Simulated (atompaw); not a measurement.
**Before and after: PAW (atompaw) potential for chlorine**

```json
{"Element": "chlorine", "Generator": "atompaw 4.2.0.5", "Type": "PAW", "Functional": "PBE", "Relativity": "non-relativistic", "Frozen core": "[Ne]", "Valence charge": "7", "Reference configuration": "3s2 3p5", "Partial waves": "3s (bound): rc 1.40 bohr; 3s channel at 1 Ry: rc 1.40 bohr; 3p (bound): rc 1.00 bohr; 3p channel at 2.75 Ry: rc 1.40 bohr; 3d channel at -0.2 Ry: rc 1.40 bohr", "Local potential": "bessel scheme, radius 1.00 bohr", "Core correction": "smooth core density matched at 0.80 bohr", "Augmentation charge": "sinc compensation charge, radius 1.30 bohr; PAW radius 1.40 bohr; waves and projectors: custom rrkj vanderbiltortho"}
```

All-electron outer shells of the reference configuration (PBE, non-relativistic, ld1.x):

| shell | level (eV) | outermost node (bohr) | outermost maximum (bohr) |
| --- | --- | --- | --- |
| 2p | -191.57 | – | 0.30 |
| 3s | -20.53 | 0.56 | 1.29 |
| 3p | -8.61 | 0.53 | 1.43 |

Change: all radii scaled by about 0.92 (s 1.28, p 0.92, d 1.28 bohr); local potential bessel scheme, radius 0.92 bohr; augmentation sinc compensation charge, radius 1.18 bohr; PAW radius 1.28 bohr; waves and projectors: custom rrkj vanderbiltortho; core correction smooth core density matched at 0.74 bohr.

Cutoffs: the cutoffs (Ry, on a coarse ladder) from which the occupation-weighted sum of valence levels, in a spherical-Bessel basis at the reference potential, stays within 10 and 1 mRy of its value at 400 Ry; they do not see the model core or the augmentation charge, which bear on the density cutoff.

**Question.** What does the change do?

**Answer.** The potential gets harder (50 Ry and 70 Ry → 60 Ry and 100 Ry); neither file shows a bound ghost. A smaller radius makes the pseudo-wave follow the all-electron one further in, where it bends more sharply, so more plane waves are needed.

| quantity | base | changed |
| --- | --- | --- |
| cutoff, loose | 50 Ry | 60 Ry |
| cutoff, tight | 70 Ry | 100 Ry |
| loose cutoff by channel (10 mRy a level) | s 8 Ry, p 30 Ry | s 18 Ry, p 18 Ry |
| bound ghosts | none | none |
| lowest overlap eigenvalue by channel | s 0.43, p 0.14, d 1.00 | s 0.46, p 0.07, d 1.00 |

 The cutoffs see the waves, projectors and local potential, not the compensation charge or the core.
